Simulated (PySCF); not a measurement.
Vertical excitations of a molecule C4H6F2 from TDDFT-PBE/def2-SVPD run with PySCF 2.14.0, as energy in eV (oscillator strength): 5.44 (0.000), 6.31 (0.010), 6.33 (0.000), 6.88 (0.450), 6.93 (0.000), 7.73 (0.002), 7.74 (0.000), 8.21 (0.001), 8.32 (0.017), 8.33 (0.019). Lowest triplet (TDA): 4.34 eV. Geometry: B3LYP-D3(BJ)/def2-SVP. The values are those of a single conformer.

**Question.** Which molecule gave these data?
A) C[C@@]1(F)C[C@@H]1F
B) C/C(F)=C(\C)F
C) C=C(C)C(F)F
D) C=C(F)[C@H](C)F

**Answer.** B, C/C(F)=C(\C)F
